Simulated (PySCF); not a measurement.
## Energy of B⁺ (boron, charge +1) between two integer charges

The 2s beta orbital of [He] 2s2 is emptied in steps (occupation f), with all orbitals relaxed, ending at [He] 2s1. Computed with PySCF 2.14 in def2-TZVPPD (6s3p3d1f, 37 functions), with the non-relativistic Hamiltonian (point nucleus). The exact energy is a straight line in f; departures are measured from the line between the end points of the same method.

Q: Among UHF, LDA, PBE, PBE0, LC-wPBE, BHandHLYP, BLYP, HSE06, which shows the largest delocalisation error (convex curve), and which is closest to linear?

A: Most convex: BLYP (-1.289 eV at f = 0.5); closest to linear: UHF (0.075 eV).

| f | UHF (eV) | LDA (eV) | PBE (eV) | PBE0 (eV) | LC-wPBE (eV) | BHandHLYP (eV) | BLYP (eV) | HSE06 (eV) |
| --- | --- | --- | --- | --- | --- | --- | --- | --- |
| 1 | 0.000 | 0.000 | 0.000 | 0.000 | 0.000 | 0.000 | 0.000 | 0.000 |
| 0.9 | 0.029 | -0.462 | -0.458 | -0.338 | -0.078 | -0.235 | -0.468 | -0.376 |
| 0.7 | 0.066 | -1.070 | -1.061 | -0.783 | -0.178 | -0.551 | -1.088 | -0.870 |
| 0.5 | 0.075 | -1.260 | -1.248 | -0.920 | -0.208 | -0.664 | -1.289 | -1.026 |
| 0.3 | 0.061 | -1.040 | -1.029 | -0.759 | -0.173 | -0.567 | -1.073 | -0.847 |
| 0.1 | 0.025 | -0.432 | -0.422 | -0.311 | -0.076 | -0.248 | -0.448 | -0.346 |
| 0 | 0.000 | 0.000 | 0.000 | 0.000 | 0.000 | 0.000 | 0.000 | 0.000 |

```json
{"method": "UHF", "E(f=0) − E(f=1) (eV)": "23.441", "−ε at f=1 (eV)": "23.774", "−ε at f=0.5 (eV)": "23.426"}
{"method": "LDA", "E(f=0) − E(f=1) (eV)": "24.544", "−ε at f=1 (eV)": "19.399", "−ε at f=0.5 (eV)": "24.632"}
{"method": "PBE", "E(f=0) − E(f=1) (eV)": "24.600", "−ε at f=1 (eV)": "19.495", "−ε at f=0.5 (eV)": "24.689"}
{"method": "PBE0", "E(f=0) − E(f=1) (eV)": "24.557", "−ε at f=1 (eV)": "20.785", "−ε at f=0.5 (eV)": "24.625"}
{"method": "LC-wPBE", "E(f=0) − E(f=1) (eV)": "24.675", "−ε at f=1 (eV)": "23.799", "−ε at f=0.5 (eV)": "24.695"}
{"method": "BHandHLYP", "E(f=0) − E(f=1) (eV)": "24.559", "−ε at f=1 (eV)": "21.958", "−ε at f=0.5 (eV)": "24.513"}
{"method": "BLYP", "E(f=0) − E(f=1) (eV)": "24.597", "−ε at f=1 (eV)": "19.392", "−ε at f=0.5 (eV)": "24.638"}
{"method": "HSE06", "E(f=0) − E(f=1) (eV)": "24.554", "−ε at f=1 (eV)": "20.369", "−ε at f=0.5 (eV)": "24.621"}
```

As f goes to zero the orbital energy of a semilocal functional can turn back, because the density of that orbital vanishes from the exchange-correlation potential.

Reference removal energy between the ground levels: 25.155 eV (measured; NIST Atomic Spectra Database, ionization energies). UHF lacks correlation.
